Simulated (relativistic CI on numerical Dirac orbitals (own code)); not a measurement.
# Forbidden transitions in Se VIII

These numbers are calculated, not measured: Dirac-Coulomb-Breit CI, orbitals from a KLI potential per configuration, QED by a radiative potential, unscaled Slater integrals (own radial code, finite nucleus).

Configuration list (outside the closed core [Ne]): 3s2 3p6 3d9, 3s2 3p5 3d10, 3s2 3p6 3d8 4s, 3s2 3p6 3d8 4p, 3s 3p6 3d10, 3s2 3p6 3d7 4s2, 3s2 3p6 3d8 4d, 3s2 3p6 3d7 4s 4p, 3s2 3p6 3d8 5s, 3s2 3p6 3d7 4p2, 3s2 3p6 3d8 4f, 3s2 3p6 3d8 5p, 3s2 3p6 3d7 4s 4d, 3s2 3p6 3d8 5d, 3s2 3p6 3d7 4p 4d, 3s2 3p6 3d8 5f. Levels of other configurations are missing.

```
λ vac (nm)                   Lower                       Upper  Type   A (s⁻¹)  E lower (eV)  E upper (eV)
    15.766  3s2 3p6 3d9 2D_5/2 [1]  3s2 3p6 3d8 4s 2S_1/2 [18]    E2  2.39e+05        0.0000       78.6386
    15.942  3s2 3p6 3d9 2D_3/2 [2]  3s2 3p6 3d8 4s 2S_1/2 [18]    E2  2.26e+05        0.8660       78.6386
    17.580  3s2 3p6 3d9 2D_5/2 [1]  3s2 3p6 3d8 4s 2G_7/2 [17]    E2  1.31e+04        0.0000       70.5243
    17.583  3s2 3p6 3d9 2D_5/2 [1]  3s2 3p6 3d8 4s 2G_9/2 [16]    E2  2.67e+05        0.0000       70.5154
    17.644  3s2 3p6 3d9 2D_5/2 [1]  3s2 3p6 3d8 4s 2P_1/2 [15]    E2  3.54e+05        0.0000       70.2694
    17.692  3s2 3p6 3d9 2D_5/2 [1]  3s2 3p6 3d8 4s 2P_3/2 [14]    E2  3.87e+05        0.0000       70.0808
    17.799  3s2 3p6 3d9 2D_3/2 [2]  3s2 3p6 3d8 4s 2G_7/2 [17]    E2  2.48e+05        0.8660       70.5243
    17.864  3s2 3p6 3d9 2D_3/2 [2]  3s2 3p6 3d8 4s 2P_1/2 [15]    E2  4.31e+05        0.8660       70.2694
    17.913  3s2 3p6 3d9 2D_3/2 [2]  3s2 3p6 3d8 4s 2P_3/2 [14]    E2  3.38e+05        0.8660       70.0808
    17.920  3s2 3p6 3d9 2D_5/2 [1]  3s2 3p6 3d8 4s 2D_5/2 [13]    E2  7.58e+04        0.0000       69.1868
    17.955  3s2 3p6 3d9 2D_5/2 [1]  3s2 3p6 3d8 4s 4P_1/2 [12]    E2  1.62e+02        0.0000       69.0523
    17.957  3s2 3p6 3d9 2D_5/2 [1]  3s2 3p6 3d8 4s 4P_3/2 [11]    E2  3.35e+04        0.0000       69.0439
    18.118  3s2 3p6 3d9 2D_5/2 [1]  3s2 3p6 3d8 4s 2D_3/2 [10]    E2  1.92e+05        0.0000       68.4303
    18.147  3s2 3p6 3d9 2D_3/2 [2]  3s2 3p6 3d8 4s 2D_5/2 [13]    E2  5.92e+04        0.8660       69.1868
    18.183  3s2 3p6 3d9 2D_3/2 [2]  3s2 3p6 3d8 4s 4P_1/2 [12]    E2  2.65e+03        0.8660       69.0523
    18.185  3s2 3p6 3d9 2D_3/2 [2]  3s2 3p6 3d8 4s 4P_3/2 [11]    E2  1.68e+04        0.8660       69.0439
    18.192  3s2 3p6 3d9 2D_5/2 [1]   3s2 3p6 3d8 4s 4P_5/2 [9]    E2  4.24e+04        0.0000       68.1547
    18.351  3s2 3p6 3d9 2D_3/2 [2]  3s2 3p6 3d8 4s 2D_3/2 [10]    E2  3.11e+04        0.8660       68.4303
    18.426  3s2 3p6 3d9 2D_3/2 [2]   3s2 3p6 3d8 4s 4P_5/2 [9]    E2  6.10e+04        0.8660       68.1547
    18.688  3s2 3p6 3d9 2D_5/2 [1]   3s2 3p6 3d8 4s 2F_5/2 [8]    E2  1.81e+05        0.0000       66.3452
    18.890  3s2 3p6 3d9 2D_5/2 [1]   3s2 3p6 3d8 4s 2F_7/2 [7]    E2  4.91e+05        0.0000       65.6339
    18.935  3s2 3p6 3d9 2D_3/2 [2]   3s2 3p6 3d8 4s 2F_5/2 [8]    E2  3.89e+05        0.8660       66.3452
    18.977  3s2 3p6 3d9 2D_5/2 [1]   3s2 3p6 3d8 4s 4F_3/2 [6]    E2  2.90e+03        0.0000       65.3342
    19.061  3s2 3p6 3d9 2D_5/2 [1]   3s2 3p6 3d8 4s 4F_5/2 [5]    E2  6.32e+02        0.0000       65.0465
    19.143  3s2 3p6 3d9 2D_3/2 [2]   3s2 3p6 3d8 4s 2F_7/2 [7]    E2  4.23e+04        0.8660       65.6339
    19.199  3s2 3p6 3d9 2D_5/2 [1]   3s2 3p6 3d8 4s 4F_7/2 [4]    E2  5.80e+04        0.0000       64.5779
    19.232  3s2 3p6 3d9 2D_3/2 [2]   3s2 3p6 3d8 4s 4F_3/2 [6]    E2  2.96e+03        0.8660       65.3342
    19.318  3s2 3p6 3d9 2D_3/2 [2]   3s2 3p6 3d8 4s 4F_5/2 [5]    E2  1.71e+04        0.8660       65.0465
    19.336  3s2 3p6 3d9 2D_5/2 [1]   3s2 3p6 3d8 4s 4F_9/2 [3]    E2  6.51e+02        0.0000       64.1215
    19.460  3s2 3p6 3d9 2D_3/2 [2]   3s2 3p6 3d8 4s 4F_7/2 [4]    E2  3.26e+03        0.8660       64.5779
```

Terms are leading LS components. Brackets give the number of a level in order of energy, since labels repeat. The list gives strong lines, with weight on those to low levels, among the lowest 200 of 2185 levels, so that lines to higher ones, which can be the strongest, are missing. Levels whose partners in the same complex of configurations lie outside the list can be far off, and so can their lines. Rates are taken at the computed energies, electric ones in the length gauge.

At this charge configurations can still be misplaced by up to about 7 % of their energy.

**Question.** From the table, what is the radiative lifetime of 3s2 3p6 3d8 4s 2S_1/2?

**Answer.** The listed rates from this level add up to about 4.65e+05 s⁻¹, 100 % of its decay; with all channels τ = 2.15e-06 s.

LS names give the leading component of a level, which can be under half, so a name can repeat, a term be missing and a line seem to break the LS rules.
